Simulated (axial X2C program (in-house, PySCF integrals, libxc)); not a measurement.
Worked dissociation energy of CrSb: HF, two-component

Calculated with an in-house relativistic program for diatomic molecules. Two-component (2c) means X2C with spin–orbit coupling and atomic mean-field two-electron Coulomb and Gaunt terms. Basis: Sb dyall-cv3z [11s12p8d4f1g], Cr dyall-cv3z [9s10p6d3f2g] (cores contracted in-house); Gaussian nuclei, density fitting, unrestricted open shells. Masses: Sb 120.904 u, Cr 51.941 u.

Molecular state: Ω = 7/2 (⟨Sz⟩ = 3.49, ⟨Lz⟩ = 0.01 at HF).

| Property | Result |
| --- | --- |
| E(Sb) (2M_J = 3) | -6475.313142 hartree |
| E(Cr) (2M_J = 6) | -1049.421062 hartree |
| E(CrSb) at Re | -7524.731904 hartree |
| ωe | 177.5 cm⁻¹ |
| ωexe | 0.63 cm⁻¹ |

(1) Work out De and D0.

Occupations by symmetry block were frozen at the best pattern of an incomplete PBE0 search. Dissociation energies refer to the lowest single-determinant-based atoms at the same level and basis. PBE0 can misorder states that lie within some tenths of an eV, so this need not be the ground state of the molecule. The nearest other 2c determinant of the search, Ω = 5/2, lies 0.16 eV up at the distance of the search. With several unpaired electrons one determinant need not be a pure state. This is the top spin component of a Σ state; components of lower Ω are not single determinants and can lie lower. The determinant is spin-polarised beyond a pure state at some levels (its spin-free form has ⟨S²⟩ too high), which makes Re and μ there less reliable.

Hartree–Fock lacks correlation and underbinds, often by eV.

Each atomic determinant is the lowest at this level and need not be a pure J level. Totals compare only within one Hamiltonian and basis.

Answers

(1) De = -6475.313142 + (-1049.421062) − (-7524.731904) = -0.00230 hartree = -0.063 eV. The zero-point energy is ωe/2 − ωexe/4 = 89 cm⁻¹ = 0.011 eV, so D0 = -0.074 eV. A negative De means the minimum lies above these fragments, at Hartree–Fock because correlation, which is larger in the molecule than in the atoms, is missing; it does not show that the molecule is unbound.
